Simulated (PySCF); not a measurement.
C5H12O2SSi.
Cartesian coordinates in Å at the GFN2-xTB level; atoms count from 1:
```xyz
21
C5H12O2SSi angstrom
C      3.7896    0.2959   -0.4648
S      2.0747    0.8949   -0.4260
Si     1.1559   -0.7305    0.6344
O     -0.3817   -0.4209    0.9833
C     -1.4592    0.0935    0.2420
C     -1.3706    1.6257    0.1959
C     -1.5182   -0.4891   -1.1671
C     -2.7251   -0.2510    1.0105
O     -3.8343   -0.2006    0.5645
H      3.8179   -0.7071   -0.8778
H      4.3498    0.9760   -1.0974
H      4.1955    0.3014    0.5418
H      1.3344   -1.9071   -0.2149
H      1.7201   -0.8554    1.9658
H     -1.2966    2.0207    1.2063
H     -2.2530    2.0349   -0.2875
H     -0.4811    1.9171   -0.3577
H     -1.4816   -1.5750   -1.1186
H     -0.6747   -0.1288   -1.7508
H     -2.4472   -0.1868   -1.6422
H     -2.5235   -0.5361    2.0599
```

Mulliken charges (e) from the PBE0/pcSseg-1 density (PySCF), one withheld:

| atom | bonded to | charge |
| --- | --- | --- |
| C1 | S2 H10 H11 H12 | -0.3881 |
| S2 | C1 Si3 | -0.3608 |
| Si3 | S2 O4 H13 H14 | +0.7852 |
| O4 | Si3 C5 | -0.6292 |
| C5 | O4 C6 C7 C8 | -0.1723 |
| C6 | C5 H15 H16 H17 | -0.1862 |
| C7 | C5 H18 H19 H20 | -0.2029 |
| C8 | C5 O9 H21 | ? |
| O9 | C8 | -0.3436 |
| H10 | C1 | +0.1506 |
| H11 | C1 | +0.1675 |
| H12 | C1 | +0.1562 |
| H13 | Si3 | -0.0958 |
| H14 | Si3 | -0.0874 |
| H15 | C6 | +0.1231 |
| H16 | C6 | +0.1293 |
| H17 | C6 | +0.1528 |
| H18 | C7 | +0.1249 |
| H19 | C7 | +0.1311 |
| H20 | C7 | +0.1396 |
| H21 | C8 | +0.0877 |

(1) What is the charge on C8?

(2) Add each hydrogen's charge to the atom that carries it.

(3) Across which bond do the charges differ most?

(4) Take the bonds between elements whose Pauling electronegativities differ by more than 0.25. In how many does the more electronegative atom carry the lower charge?

(5) How much positive and how much negative charge does this set hold in all?

## Answers

(1) The charges add up to the total charge, 0. The others sum to -0.3183, which leaves +0.3183 e for C8 (aldehyde carbon); the computed value is +0.3184, the difference coming from rounding.

(2) C1 +0.0862, Si3 +0.6020, C6 +0.2190, C7 +0.1927, C8 +0.4061. Atoms without hydrogen keep their charges.

(3) Si3–O4: +0.7852 on Si3 against -0.6292 on O4, a difference of 1.4144 e. The lower charge is on the more electronegative element of the two (Pauling values: O 3.44, Si 1.90).

(4) In 15 of 16; it doesn't in C8–H21.

(5) +2.4664 e on 12 atoms and -2.4663 e on 9.

The Mulliken scheme counts on each atom the diagonal of the density matrix times the overlap matrix over that atom's basis functions. One conformer (not necessarily the lowest) at the GFN2-xTB geometry, without solvent, vibrations or thermal averaging.
